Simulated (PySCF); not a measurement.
An unknown shows these calculated signals:

¹H NMR (300 MHz, computed): δ 4.61 (m, 1H), 4.16 (m, 1H), 4.05 (m, 2H), 4.00 (m, 1H), 3.95 (m, 2H), 2.26 (m, 1H), 2.24 (m, 1H), 1.95 (m, 2H), 1.92 (m, 1H), 1.91 (m, 2H).

¹³C{¹H} NMR (computed): δ 29.6 (CH2), 26.6 (CH2), 19.0 (CH).

[PySCF 2.14: coordinates at the PBE0-D3(BJ)/def2-SVP level; shieldings: GIAO PBE0/pcSseg-1; fast rotation and ring inversion assumed for equivalent nuclei; single conformer; no solvent; relativity neglected]

Chemical shifts δ = σref − σ; ¹H, ¹³C against TMS, all at this level.

**Question.** Which of these does the molecule contain: a ketone, a methoxy group, a CF3 group, a Si–H bond?

**Answer.** 
- A ketone: no.
- A methoxy group: no.
- A CF3 group: no.
- A Si–H bond: yes (δH 4.61 (m)).

The data belong to SMILES C1CC([SiH]2[SiH2][SiH2][SiH2]2)C1, C$_{4}$H$_{14}$Si$_{4}$; they needn't prove each group on their own.

Carbon signals by region: 3 below 50 ppm.

Shifts are as computed. Against solution values, carbons near 30 ppm lie about +2 ppm off and those near 130 ppm about +5 ppm. Of 1211 compounds with measured shifts, 218 miss one by over three times the rms of a fit or turn the order of signals round; such compounds aren't used in these exercises. No couplings were computed; multiplicities are counted from neighbouring protons, with m where these are inequivalent, close in shift, in a saturated or five-membered ring or joined by F or P, and br s for small geminal =CH2 splittings.
